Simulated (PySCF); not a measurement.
Two species compared at the same levels of theory.

First species: 4,4,4-trifluorobutan-2-one, C₄H₅F₃O.
Bonds: C1–C2, C2–O3 (double), C2–C4, C4–C5, C5–F6, C5–F7, C5–F8. Hydrogens: H9, H10, H11 on C1; H12, H13 on C4.

Second species: C7H9BN2.
Bonds: C1–C2, C2–N3 (triple), N3–B4, B4–C5, C5–C6 (aromatic), C6–C7 (aromatic), C7–C8 (aromatic), C8–C9 (aromatic), C9–N10 (aromatic), C5–N10 (aromatic). Hydrogens: H11, H12, H13 on C1; H14, H15 on B4; H16 on C6; H17 on C7; H18 on C8; H19 on C9.

Levels: PBE0/def2-SVPD for dipole moment, HOMO energy, LUMO energy, HOMO–LUMO gap, static isotropic polarisability and electronic spatial extent ⟨r²⟩ about the centre of nuclear charge; TDDFT PBE0/def2-SVPD for lowest singlet excitation; TDA PBE0/def2-SVPD for lowest triplet excitation (Tamm–Dancoff); ΔSCF PBE0/def2-SVPD for vertical ionisation energy; PBE0-D3(BJ)/def2-SVP for rotational constant A and rotational constant C. Geometries: PBE0-D3(BJ)/def2-SVP. All species are isolated and taken at one optimised geometry, non-relativistic unless stated. Electronic properties by PySCF.

Dipoles, sizes and rotational constants follow the conformer. The torsions of the flexible species, by atom-mapped SMILES:
- `[CH3:1][C:2](=[O:3])[CH2:4][C:5]([F:6])([F:7])[F:8]`: C1–C2–C4–C5 -44°, C2–C4–C5–F6 -51°
- `[CH3:1][C:2]#[N+:3][BH2-:4][c:5]1[cH:6][cH:7][cH:8][cH:9][n:10]1`: N3–B4–C5–C6 1°

Values for the first species:

| Item | Value |
| --- | --- |
| Dipole moment | 1.85 D |
| HOMO energy | -7.92 eV |
| LUMO energy | -1.10 eV |
| HOMO–LUMO gap | 6.82 eV |
| Lowest singlet excitation | 4.45 eV |
| Lowest triplet excitation (Tamm–Dancoff) | 3.82 eV |
| Static isotropic polarisability | 54.0 au |
| Vertical ionisation energy | 10.17 eV |
| Electronic spatial extent ⟨r²⟩ about the centre of nuclear charge | 948 bohr² |
| Rotational constant A | 3.609 GHz |
| Rotational constant C | 1.246 GHz |

**Question.** Estimate the same properties for the second species, and the change in each.

**Answer.** 
```
                                                         property      first      second  second less first
                                                    dipole moment     1.85 D      8.77 D            +6.92 D
                                                      HOMO energy   -7.92 eV    -6.28 eV           +1.64 eV
                                                      LUMO energy   -1.10 eV    -0.80 eV           +0.30 eV
                                                    HOMO–LUMO gap    6.82 eV     5.48 eV           -1.34 eV
                                        lowest singlet excitation    4.45 eV     4.43 eV           -0.02 eV
                         lowest triplet excitation (Tamm–Dancoff)    3.82 eV     3.81 eV           -0.01 eV
                                  static isotropic polarisability    54.0 au    116.3 au           +62.3 au
                                       vertical ionisation energy   10.17 eV     8.08 eV           -2.09 eV
electronic spatial extent ⟨r²⟩ about the centre of nuclear charge  948 bohr²  1956 bohr²        +1008 bohr²
                                            rotational constant A  3.609 GHz   3.570 GHz         -0.039 GHz
                                            rotational constant C  1.246 GHz   0.558 GHz         -0.688 GHz
```

On the first: The principal polarisabilities are 45.6, 56.0 and 60.3 au; their mean is the isotropic value. The ΔSCF ionisation energy exceeds −ε(HOMO) by 2.25 eV with PBE0.

On the second: The dipole matches unit charges of opposite sign 1.83 Å apart (1 e·Å = 4.8032 D). The vertical singlet–triplet gap S1 − T1 is 0.62 eV (TDDFT singlet less Tamm–Dancoff triplet).
